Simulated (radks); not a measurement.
The numbers below are computed, except where a source is named.
La, 57 electrons, occupied as [Xe] 5d1 6s2. Level of theory: non-relativistic Kohn-Sham, r2SCAN, spin-polarised, spherical densities, point nucleus; open shells are filled with parallel spins first (spin-orbit coupling, left out, can overturn this in heavy ions); meta-GGA in the generalised Kohn-Sham scheme; relativity is left out, which matters for an element this heavy (a radial shooting solver on a logarithmic mesh with Libxc functionals).

Normalised radial functions P(r) = r R(r), r in bohr:

| r | 5s down | 5d down |
|---|---|---|
| 0.005051 | 0.0927 | 0.0001 |
| 0.006956 | 0.1132 | 0.0002 |
| 0.009502 | 0.1305 | 0.0006 |
| 0.01309 | 0.1389 | 0.0014 |
| 0.01802 | 0.1273 | 0.0033 |
| 0.02462 | 0.0850 | 0.0075 |
| 0.0339 | 0.0019 | 0.0165 |
| 0.04669 | -0.1115 | 0.0343 |
| 0.06379 | -0.2084 | 0.0646 |
| 0.08784 | -0.2143 | 0.1107 |
| 0.121 | -0.0588 | 0.1619 |
| 0.1653 | 0.1975 | 0.1864 |
| 0.2276 | 0.3354 | 0.1372 |
| 0.3134 | 0.1093 | -0.0139 |
| 0.4282 | -0.3350 | -0.2034 |
| 0.5897 | -0.4798 | -0.2913 |
| 0.8056 | -0.0070 | -0.1502 |
| 1.109 | 0.6835 | 0.1813 |
| 1.528 | 0.9315 | 0.5049 |
| 2.087 | 0.6516 | 0.6317 |
| 2.874 | 0.2561 | 0.5495 |
| 3.958 | 0.0536 | 0.3813 |
| 5.407 | 0.0069 | 0.2256 |
| 7.447 | 0.0003 | 0.0935 |
| 10.26 | 0.0000 | 0.0242 |
| 14.01 | 0.0000 | 0.0036 |
| 19.29 | 0.0000 | 0.0003 |

5s down: eigenvalue -36.934 eV, 4 radial nodes at r = 0.0341, 0.131, 0.340, 0.808 bohr, <r> = 1.63 bohr, 90 % of the charge inside 2.33 bohr. 5d down (empty): eigenvalue -3.234 eV, 2 radial nodes at r = 0.306, 0.944 bohr, <r> = 2.94 bohr, 90 % of the charge inside 4.78 bohr.
